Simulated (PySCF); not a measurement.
# Broadened absorption spectrum of C6H16BNO

Compound: C6H16BNO.
SMILES with atom numbers: `[CH3:1][O:2][CH2:3][NH2+:4][BH2-:5][CH:6]1[CH2:7][CH2:8][CH2:9]1` (hydrogens: H10, H11, H12 on C1; H13, H14 on C3; H15, H16 on N4; H17, H18 on B5; H19 on C6; H20, H21 on C7; H22, H23 on C8; H24, H25 on C9)

Computed with PySCF, TDDFT B3LYP/def2-SVPD, vertical, gas phase, core orbitals frozen in the response. Isolated species at its PBE0-D3(BJ)/def2-SVP geometry (one conformer only). Torsions of this conformer, `[CH3:1][O:2][CH2:3][NH2+:4][BH2-:5][CH:6]1[CH2:7][CH2:8][CH2:9]1`: C1–O2–C3–N4 178°, O2–C3–N4–B5 -179°, C3–N4–B5–C6 176°, N4–B5–C6–C7 -168°.

Each state is given a Gaussian of 0.4 eV full width at half maximum, with ε(max) = 2.175×10⁸ f / Δν̃ (Δν̃ the width in cm⁻¹). The width is an assumption, not a result. The curve ends short of the highest state used, and states not computed would add to its high-energy end.

```
λ (nm)  ε (L mol⁻¹ cm⁻¹)
 188.0               707
 189.9               450
 191.7               304
 193.5               248
 195.3               267
 197.2               348
 199.0               456
 200.8               566
 202.6               650
 204.5               690
 206.3               673
 208.1               608
 209.9               509
 211.8               390
 213.6               282
 215.4               191
 217.2               121
 219.1                70
 220.9                39
 222.7                20
 224.5                10
 226.4                 5
 228.2                 2
 230.0                 1
```

Task: Locate the maxima and give the states behind the curve.

Result: 205 nm (6.05 eV), ε about 690, made up of S1 (57%) and S2 (43%) (ε in L mol⁻¹ cm⁻¹; maxima over ε = 5, shares over 10%). At its high-energy end, 6.59 eV, the curve is still rising (ε about 680, from S4, S5 and S6). The states used: S1 5.99 eV (f 0.0063); S2 6.14 eV (f 0.0049); S3 6.57 eV (f 0.0009); S4 6.71 eV (f 0.0033); S5 6.82 eV (f 0.0090); S6 6.86 eV (f 0.0066); S7 6.98 eV (f 0.0082); S8 7.09 eV (f 0.0063); S9 7.12 eV (f 0.018); S10 7.19 eV (f 0.0031).

Task: What would ε be at 6.05 eV, the highest of these maxima, with half the width (0.2 eV)?

Result: About 1060 L mol⁻¹ cm⁻¹ against 691, a factor of about 1.5; a lone state at its own centre would give exactly 2.

Task: On this curve, what absorbance would a 10⁻⁴ mol/L sample give at 222 nm over a 1 cm path?

Result: 222 nm is 5.585 eV, where ε is about 26 L mol⁻¹ cm⁻¹, so A = ε c l ≈ 0.0026 (Beer–Lambert, with the gas-phase spectrum and the assumed width).

Task: Coming from long wavelengths, where does ε first pass 100 L mol⁻¹ cm⁻¹?

Result: At about 218 nm (5.69 eV), 0.30 eV below S1.

All these states lie below the vertical ionisation energy of 8.88 eV (ΔSCF).
